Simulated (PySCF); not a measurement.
**Dipole response of Ga (gallium, neutral)**

[Ar] 3d10 4s1 4p2, high-spin 4P determinant (an excited configuration). Computed with PySCF 2.14 in aug-cc-pVQZ-DK (8s7p5d3f2g, 93 functions), with the spin-free X2C one-electron Hamiltonian (Gaussian nucleus). Coupled (time-dependent) response in atomic units; α is the mean over directions.

```json
{"method": "UHF", "mean α (bohr³)": "51.03", "α xx, yy, zz": "41.97, 55.56, 55.56", "C₆ (like pair)": "446.2", "S(−4)": "1197"}
{"method": "PBE", "mean α (bohr³)": "59.50", "α xx, yy, zz": "44.45, 67.02, 67.02", "C₆ (like pair)": "529.8", "S(−4)": "2014"}
{"method": "PBE0", "mean α (bohr³)": "55.44", "α xx, yy, zz": "42.66, 61.84, 61.84", "C₆ (like pair)": "487.9", "S(−4)": "1615"}
```

S(−4) is the Cauchy moment in α(ω) = α(0) + S(−4) ω² + …

Spin-orbit coupling is absent.

α(iu) at UHF:

```
u (hartree)  α(iu) (bohr³)
          0          51.03
     0.0500          48.25
      0.100          41.75
      0.200          28.15
      0.300          18.95
      0.500          9.843
      0.750          5.433
       1.00          3.517
       1.50          1.908
       2.00          1.238
       3.00         0.6641
       5.00         0.2863
```

A single London oscillator, α(iu) = α/(1 + u²/ω²), gives C₆ = (3/4) ω α². Matching the computed C₆ needs ω = 4 × 446.2 / (3 × 51.03²) = 0.228 hartree.

The components differ because the open shell of this determinant is not spherical; for a pure term their mean is the scalar polarisability.
